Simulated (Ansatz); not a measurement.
[Cu(PH3)2]+ (CuP₂H₆⁺), relaxed as a singlet with RKS PBE-D4/def2-SVP in Ansatz, starting from the GFN2-xTB geometry. Force threshold 0.02 eV/Å.

Start:

| atom | x (Å) | y (Å) | z (Å) |
| --- | --- | --- | --- |
| Cu1 | -0.016 | -0.004 | 0.006 |
| P2 | -0.951 | 0.840 | -1.949 |
| H3 | -0.732 | 0.188 | -3.144 |
| H4 | -0.613 | 2.108 | -2.371 |
| H5 | -2.318 | 0.970 | -2.062 |
| P6 | 0.944 | -0.842 | 1.952 |
| H7 | 0.564 | -2.078 | 2.427 |
| H8 | 0.814 | -0.145 | 3.134 |
| H9 | 2.307 | -1.038 | 2.006 |

(1) Estimate the energy that the relaxation releases and the steps that it takes.

(2) Does the start keep its bonding and symmetry?

(3) Predict the relaxed structure.

## Answers

(1) 6.0 kcal/mol, in 4 steps; 4.9 s on 4 threads of Arm Neoverse V1 on a shared host. No frequencies were taken in this run, so the end may be a saddle point.

(2) By distances, no bond broke or formed. The bond that changes most is Cu1–P2, from 2.33 to 2.24 Å (atoms count from 1). Point group D3 at the start, D3 at the end, both within 0.05 Å.

(3) 
Cartesian coordinates in Å:
```
Cu -0.0090 -0.0021 0.0035
P -0.9115 0.8081 -1.8753
H -0.6602 0.0964 -3.0856
H -0.5354 2.1262 -2.2696
H -2.3325 0.9183 -1.9321
P 0.9085 -0.8088 1.8765
H 0.4762 -2.0923 2.3238
H 0.7416 -0.0498 3.0725
H 2.3224 -0.9960 1.8862
```
Bond lengths: 2 × Cu–P 2.24 Å; 6 × H–P 1.43 Å.
